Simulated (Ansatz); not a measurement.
Cost and result for the atomization energy of `[OH][Ga]([SH])[O][SiH3]` (10 atoms, 9 bonds).

Cartesian coordinates in Å:
```
O 2.170 0.213 -1.672
Ga 0.795 -0.376 -0.719
S 0.226 -2.477 -0.748
O -0.087 0.818 0.251
Si -1.360 0.851 1.274
H 2.314 1.157 -1.571
H 1.219 -2.780 -1.603
H -1.959 -0.507 1.425
H -2.400 1.774 0.750
H -0.919 1.327 2.611
```

Charge 0, multiplicity 1. Correlated methods include outer-core shells of Ga, which these sets cover unevenly. Scalar relativity is left out up to krypton. The structure was optimised at the PBE0-D4/def2-TZVP level. It is one conformer, not always the lowest. Program: Ansatz. Hardware: A = 2 threads of an AMD EPYC 7R13 on a shared host; B = 2 threads of an AMD EPYC 7R13 on a shared host and a share of an NVIDIA H100 80 GB. Times are those of one run each, without the atoms' runs, and a repeat can differ threefold. Electronic energies, without spin–orbit coupling; frozen cores. CCSD(T)/CBS adds CCSD(T) − MP2 in def2-TZVPP to the MP2 limit, and its time is that of the two runs behind it. T1 = 0.014. With those shells the extrapolation isn't a true limit. B3LYP takes the VWN-RPA correlation (the form of Gaussian; ORCA's B3LYP/G).

CCSD(T)/CBS is a level of theory with its own doubt, some kJ/mol a heavy atom from the limit and from the frozen cores, so smaller differences don't rank the functionals.

```tsv
level	functions	wall time	atomization (kJ/mol)	difference from CCSD(T)/CBS	per bond
CCSD(T)/def2-TZVPP [B]	264	3.5 s	3240.7	-92.1	-10.2
PBE-D4/def2-TZVPP (with forces) [A]	264	4.2 s	3309.0	-23.8	-2.6
MP2/def2-QZVPP [B]	493	4.7 s	3368.2	35.4	3.9
PBE0-D4/def2-TZVPP [A]	264	7 s	3250.2	-82.6	-9.2
r2SCAN-D4/def2-TZVPP (with forces) [A]	264	8 s	3315.3	-17.5	-1.9
CCSD(T)/CBS(def2)	–	8.2 s	3332.8	0.0	0.0
B2PLYP/def2-TZVPP [A]	264	11 s	3257.4	-75.4	-8.4
B3LYP-D4/def2-TZVPP (with forces) [A]	264	12 s	3269.1	-63.7	-7.1
ωB97X-V/def2-TZVPP [A]	264	17 s	3326.7	-6.1	-0.7
ωB97M-V/def2-TZVPP (with forces) [A]	264	23 s	3306.1	-26.7	-3.0
```

The D4 term adds +39.9 kJ/mol with B3LYP and +21.2 kJ/mol with PBE0; it sums over pairs of atoms, weighted by their polarisabilities, and B3LYP, whose exchange is more repulsive, gets the larger term. In def2-TZVPP, CCSD(T) changes the Hartree–Fock value by +896.9 kJ/mol (the triples alone add +53.8 kJ/mol) and MP2 by +969.1 kJ/mol; breaking electron pairs costs correlation energy, which Hartree–Fock lacks. From PBE to PBE0 (25 % exact exchange), in def2-TZVPP and without D4, the atomization energy moves by −55.4 kJ/mol: exact exchange takes away binding that semilocal exchange gives to molecules.
